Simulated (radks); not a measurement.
Problem. K XI, configuration [He] 2s2 2p5. Method: Dirac Kohn-Sham, exchange-only PBE, spin-unpolarised, spherical densities, finite nucleus; open shells fill j = l - 1/2 first; Fermi nuclear charge, rms radius 3.4349 fm; computed with a radial shooting solver on a logarithmic mesh with Libxc functionals. Some entries of the table are withheld. Estimate them.

orbital  occ.  eigenvalue (hartree)  <r^2> (bohr^2)
1s1/2       2             -140.0816        0.008808
2s1/2       2             -22.21507             (1)
2p1/2       2                   (2)             (3)
2p3/2       3                   (4)             (5)

Solution. 
(1) 2s1/2 <r^2> (bohr^2): 0.1657
(2) 2p1/2 eigenvalue (hartree): -19.79636
(3) 2p1/2 <r^2> (bohr^2): 0.1358
(4) 2p3/2 eigenvalue (hartree): -19.67931
(5) 2p3/2 <r^2> (bohr^2): 0.1375
